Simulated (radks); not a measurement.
Task: The tantalum ion Ta12+, 61 electrons, occupied as [Kr] 4d10 4f13 5s2. Calculated with a radial shooting solver on a logarithmic mesh with Libxc functionals: scalar-relativistic Kohn-Sham, PBE, spin-polarised, spherical densities, finite nucleus; open shells are filled with parallel spins first (spin-orbit coupling, left out, can overturn this in heavy ions); Fermi nuclear charge, rms radius 5.3507 fm. Some entries of the table are withheld. Estimate them.

orbital  occ.  eigenvalue (Ry)  <r> (bohr)  r(max) (bohr)
1s down     1        -4966.732     0.01867        0.01168
1s up       1        -4966.732     0.01867        0.01168
2s up       1        -867.0850     0.07895        0.06686
2s down     1        -867.0837     0.07895        0.06686
2p up       3        -762.1076     0.07056        0.05476
2p down     3        -762.1067     0.07056        0.05476
3s up       1        -211.2073      0.2048         0.1886
3s down     1        -211.1626      0.2047         0.1886
3p up       3        -179.9638      0.2048         0.1865
3p down     3        -179.9189      0.2048         0.1865
3d up       5        -143.4711      0.1855         0.1519
3d down     5        -143.4370      0.1855         0.1519
4s up       1        -55.91443      0.4577         0.4285
4s down     1        -55.83120      0.4578         0.4285
4p up       3        -45.63127      0.4857         0.4490
4p down     3        -45.55044      0.4857         0.4490
4d up       5              (1)      0.5175         0.4602
4d down     5              (2)      0.5177         0.4602
5s up       1        -19.92386         (3)         0.9402
5s down     1        -19.88147         (4)         0.9410
4f up       7        -17.68975      0.5797         0.4346
4f down     6        -17.61145      0.5806         0.4348

Result: 
(1) 4d up eigenvalue (Ry): -32.43835
(2) 4d down eigenvalue (Ry): -32.35926
(3) 5s up <r> (bohr): 0.9956
(4) 5s down <r> (bohr): 0.9967
